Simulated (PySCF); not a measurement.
PySCF job for AlCl, SMILES [Cl][Al] (connectivity only; charge and spin as stated), neutral, multiplicity 1, PBE0-D3(BJ)/def2-TZVPD. Geometry optimised at PBE0-D3(BJ)/def2-TZVPD.

```python
import numpy as np
from pyscf import gto, scf, dft, df
from pyscf.hessian import thermo

mol = gto.M(
    atom='''
    Al    0.00000000    0.00000000   -1.21662830
    Cl    0.00000000    0.00000000    0.93036282
    ''',
    basis='def2-TZVPD',
    charge=0,
    spin=0,
    max_memory=1600,
    verbose=3,
)
mf = dft.RKS(mol, xc='pbe0').density_fit(auxbasis='def2-universal-jkfit')
mf.disp = 'd3bj'
mf.grids.level = 3
mf.conv_tol = 1e-11
mf.max_cycle = 100
mf.kernel()

# [left out here: the lines that compute and print the analytic Hessian (its translational invariance restored by hand, since the grid's response is missing), thermochemistry and intensities]
```

Program output:

```
converged SCF energy = -702.437955909106

WARN: DFTD3 does not support analytical Hessian, using finite difference


WARN: Mole.unit (angstrom) is changed to Bohr

Mode                                 0
Irrep
Freq [cm^-1]                      470.1263
Reduced mass [au]                  30.0878
Force const [Dyne/A]                3.9181
Char temp [K]                     676.4070
Normal mode                   x     y     z
       0  Al                 0.00 -0.00 -0.15
       1  Cl                 0.00  0.00  0.11
temperature 298.1500 [K]
pressure 101325.00 [Pa]
Rotational constants [GHz] inf 7.15612 7.15612
Symmetry number 1
Zero-point energy (ZPE) 0.00107 [Eh]   2811.980 [J/mol]
                           tot       elec      trans        rot        vib
Entropy [J/mol/K]       227.962      0.000    160.305     64.573      3.084
Cv [J/mol/K]             26.294      0.000     12.472      8.314      5.508
Cp [J/mol/K]             34.608      0.000     20.786      8.314      5.508
Internal energy [J/mol]                      3718.434   2478.956   3460.900
Internal energy [Eh]   -702.43428  -702.43796
Enthalpy [J/mol]                             6197.391   2478.956   3460.900
Enthalpy [Eh]          -702.43333
Gibbs free energy [J/mol]                  -41597.446 -16773.461   2541.278
Gibbs free energy [Eh] -702.45922
static polarisability / bohr^3: [[49.546  0.    -0.   ]
 [-0.    49.546 -0.   ]
 [ 0.    -0.    62.809]]
largest difference of analytic and finite-field dipole derivatives / e: 0.0008182694949414593
mode   freq/cm-1   IR/(km/mol)   Raman/(A^4/amu)   depolarisation
   1      470.13       128.172            14.259            0.478
max |gradient| / (hartree/bohr): 1.7519502226650376e-05
APT charges: [ 0.5757 -0.5757]
```

Self-consistency was reached.
